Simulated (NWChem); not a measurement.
Si$_{2}$H$_{4}$OClF; SMILES F[Si@@H](Cl)[SiH2]O

```xyz
9

O      0.9103     2.2384     0.1538
Si    -0.5818     1.5897    -0.2136
Si    -0.4963    -0.6553     0.4647
F     -1.5989    -1.5697    -0.3006
Cl     1.3901    -1.2693    -0.1596
H      1.6668     1.6933    -0.0908
H     -0.8952     1.6067    -1.6766
H     -1.6014     2.3829     0.5245
H     -0.6000    -0.9651     1.9159
```
Atoms are numbered in this order, from 1.

Computed with NWChem. Medium grid unless said otherwise, to which SCAN and Minnesota functionals are sensitive. Structure relaxed at the PBE0/def2-SVP level. Hybrids' shares of exact exchange are those that their runs print; pure functionals count as 0. The functionals differ in more than this share.

```csv
row,share of exact exchange,orbital gap (eV)
PBE/def2-SVP,0.00,5.09
M06-L/def2-SVP,0.00,5.76
TPSSh/def2-SVP,0.10,6.31
B3LYP/def2-SVP,0.20,6.91
B3PW91/def2-SVP,0.20,6.93
MPW1K/def2-SVP,0.43,8.88
M06-2X/def2-SVP,0.54,withheld
```

Task: Fit a straight line of the last column on the one before it, predict the withheld value, and compare with the run.

Result: 
1. Means of the 6 shown rows: x = 0.155, y = 6.647. Slope Σ(x − x̄)(y − ȳ)/Σ(x − x̄)² = 1.036/0.1308 = 7.924; intercept 5.418.
2. The shown rows scatter about the line by 0.205 (root mean square); the largest residual is +0.34, at M06-L/def2-SVP.
3. At x = 0.54 (M06-2X/def2-SVP; beyond the shown range) the line gives 9.70.
4. The run gives 9.32, -0.38 from the line, 1.9 times the scatter.
